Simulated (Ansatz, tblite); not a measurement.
Forces on [Co(H2O)6]2+ (CoO6H12²⁺) at its r2SCAN-D4/def2-SVP geometry. The state is a quartet with charge 2.

The xTB rows come from tblite. Correlated methods freeze 11 core orbitals; core or outer-core shells of Co are correlated, in sets that lack core-valence functions.

GFN2-xTB (tblite), largest force 0.87 eV/Å:

```xyz
19
positions Å, forces eV/Å
Co    0.002   -0.001    0.001   -0.006   -0.002   -0.002
O     0.467   -0.862    1.843    0.148   -0.397    0.764
H     0.334   -0.441    2.707    0.030   -0.115   -0.210
H     0.721   -1.782    2.021   -0.077    0.232   -0.037
O    -0.466    0.861   -1.841   -0.142    0.392   -0.760
H    -0.330    0.441   -2.706   -0.031    0.111    0.210
H    -0.715    1.782   -2.019    0.074   -0.224    0.036
O     2.055    0.212   -0.291    0.853    0.144   -0.120
H     2.729    0.121    0.401   -0.164    0.030   -0.180
H     2.514    0.537   -1.082   -0.106   -0.068    0.200
O    -2.054   -0.212    0.289   -0.841   -0.138    0.114
H    -2.522   -0.536    1.075    0.109    0.066   -0.198
H    -2.722   -0.112   -0.408    0.156   -0.034    0.180
O    -0.155    1.817    1.010   -0.055    0.782    0.374
H     0.558    2.420    1.273   -0.175   -0.137   -0.072
H    -0.988    2.277    1.203    0.210   -0.104   -0.047
O     0.154   -1.819   -1.008    0.049   -0.782   -0.376
H    -0.564   -2.420   -1.264    0.176    0.136    0.071
H     0.983   -2.284   -1.204   -0.208    0.107    0.051
```

PBE0-D4/def2-TZVP (Ansatz), largest force 0.63 eV/Å:

```
Co -0.003 -0.001 -0.001
O 0.088 -0.278 0.564
H 0.029 -0.090 -0.303
H -0.096 0.292 -0.120
O -0.080 0.272 -0.558
H -0.032 0.085 0.302
H 0.092 -0.282 0.118
O 0.622 0.111 -0.060
H -0.259 0.012 -0.191
H -0.205 -0.090 0.228
O -0.610 -0.102 0.051
H 0.208 0.087 -0.223
H 0.248 -0.018 0.192
O -0.066 0.570 0.262
H -0.181 -0.231 -0.119
H 0.238 -0.190 -0.079
O 0.059 -0.571 -0.262
H 0.183 0.229 0.115
H -0.235 0.195 0.083
```

B2PLYP/def2-TZVP (Ansatz), largest force 0.56 eV/Å:

```
Co -0.003 -0.001 -0.001
O 0.084 -0.245 0.496
H 0.021 -0.053 -0.192
H -0.065 0.184 -0.082
O -0.077 0.239 -0.490
H -0.023 0.049 0.191
H 0.061 -0.174 0.080
O 0.551 0.092 -0.056
H -0.166 0.004 -0.121
H -0.134 -0.052 0.141
O -0.538 -0.084 0.048
H 0.137 0.050 -0.137
H 0.156 -0.008 0.121
O -0.057 0.500 0.237
H -0.107 -0.147 -0.081
H 0.148 -0.123 -0.048
O 0.051 -0.501 -0.237
H 0.109 0.146 0.078
H -0.145 0.127 0.052
```
